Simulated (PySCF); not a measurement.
Dipole polarisabilities along group 4

Calculated with PySCF 2.14 for the ground configurations, without spin-orbit coupling: coupled response for Hartree-Fock and DFT. Mean α in bohr³, C₆ of like pairs in atomic units.

```tsv
species	α UHF	α PBE	α PBE0	α recommended (Schwerdtfeger and Nagle)	C₆ UHF	C₆ PBE	C₆ PBE0
Ti [Ar] 3d2 4s2 (def2-QZVPPD, non-relativistic)	161.9	106.4	111.6	87 ± 10	1781	1229	1312
Zr [Kr] 4d2 5s2 (def2-QZVPPD with the def2 core potential (28 electrons), ECP)	182.1	118.7	124.8	112 ± 13	2422	1626	1737
Hf [Xe] 4f14 5d2 6s2 (def2-QZVPPD with the def2 core potential (60 electrons), ECP)	122.1	99.15	102.2	103 ± 6	1735	1300	1366
```

Hartree-Fock lacks correlation. All values carry a basis error, and heavy open shells lack spin-orbit coupling.
